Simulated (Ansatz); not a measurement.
All numbers were calculated with Ansatz.

A structure relaxed at PBE0-D4/def2-TZVP, charge 0, multiplicity 1:

```xyz
9

O    -0.6006    0.8403    1.5486
Si   -0.0409   -0.6050    0.9973
P     1.0281   -0.4769   -0.9860
S    -0.3318    0.9309   -1.8299
H    -1.2218    1.2967    0.9761
H    -1.1512   -1.5694    0.7732
H     0.8958   -1.1079    2.0308
H     2.0006    0.4695   -0.5678
H    -0.5782    0.2219   -2.9424
```

Give its formula and SMILES.

H5OPSSi, `O[SiH2]PS`.

Summarise the bond lengths by kind.

1 × O–Si 1.645 Å; 1 × H–O 0.960 Å; 1 × P–Si 2.257 Å; 2 × H–Si 1.483 to 1.488 Å; 1 × P–S 2.132 Å; 1 × H–P 1.420 Å; 1 × H–S 1.342 Å.
